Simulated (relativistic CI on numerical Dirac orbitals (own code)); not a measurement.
**Fe⁴⁺: 3d valence photoemission**

Computed with this model: Dirac-Coulomb-Breit CI, KLI orbitals optimised for each configuration, model QED (radiative potential, 1s self-energy scaled to tabulated hydrogen-like ionisation energies), valence Slater integrals scaled by 0.7, multiplet model of photoemission in the sudden approximation; configurations [Ar] 3d4 → [Ar] 3d3; 300 K; Lorentzian 0.42 eV and Gaussian 0.5 eV FWHM. Energies are those of the free ion, without screening or charge transfer. The energies are binding energies and can lie tens of eV above those of solids. S is read from ⟨S²⟩ = S(S + 1).

Field parameters in Wybourne normalisation: D3d B²₀ = −7Dσ, B⁴₀ = −14Dq − 21Dτ, B⁴₃ = −14√(10/7) Dq. The field is a parameter set, without covalency.

free ion: ground-state S = 2.00, centroid 74.34 eV. Peaks (eV, height): 73.7 (100), 75.7 (44).

D3d, 10Dq = 27150, Dσ = -1200, Dτ = 370 cm⁻¹: ground-state S = 1.01, centroid 74.50 eV. Peaks (eV, height): 72.4 (79), 74.9 (100), 76.1 (51).

D3d, 10Dq = 27150, Dσ = -720, Dτ = 370 cm⁻¹: ground-state S = 1.01, centroid 74.51 eV. Peaks (eV, height): 72.5 (74), 75.0 (100), 76.2 (45).

D3d, 10Dq = 27150, Dσ = -240, Dτ = 370 cm⁻¹: ground-state S = 1.01, centroid 74.53 eV. Peaks (eV, height): 72.5 (67), 75.0 (100), 76.3 (32).

D3d, 10Dq = 27150, Dσ = 240, Dτ = 370 cm⁻¹: ground-state S = 1.01, centroid 74.55 eV. Peaks (eV, height): 72.6 (65), 75.0 (100), 76.5 (24).

D3d, 10Dq = 27150, Dσ = 720, Dτ = 370 cm⁻¹: ground-state S = 1.00, centroid 74.57 eV. Peaks (eV, height): 72.7 (65), 75.0 (100), 76.6 (19).

Strongest unbroadened transitions for D3d, 10Dq = 27150, Dσ = -720, Dτ = 370 cm⁻¹:

```tsv
Energy (eV)	Relative strength
72.37	2.2
72.45	100.0
72.47	99.0
74.84	40.4
74.86	41.2
74.93	24.7
74.95	28.4
74.96	28.8
74.98	27.8
75.03	45.6
75.05	39.4
75.99	2.2
76.08	2.8
76.25	52.5
76.27	48.2
77.45	1.3
80.24	1.5
80.26	3.2
```
